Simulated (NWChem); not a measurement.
System: KCl; SMILES [Cl][K]

The following NWChem deck was run.

```
start job
memory heap 200 mb stack 900 mb global 1100 mb
geometry units angstroms
  K      0.000000     0.000000    -1.255548
  Cl     0.000000     0.000000     1.398825
end
basis spherical
  * library 3-21g
end
dft
  xc b3lyp
  iterations 150
end
driver
  maxiter 120
end
task dft optimize
task dft freq
```

The level has its own optimisation; frequencies are unscaled.

Task: Predict the main results of this run. (B3LYP/3-21G.) Quantities: r Cl–K (Å); highest harmonic frequency (cm⁻¹); zero-point energy (kcal/mol); dipole (D).

Result: 
```yaml
r Cl–K (Å): 2.797
highest harmonic frequency (cm⁻¹): 252
zero-point energy (kcal/mol): 0.4
dipole (D): 11.52
```
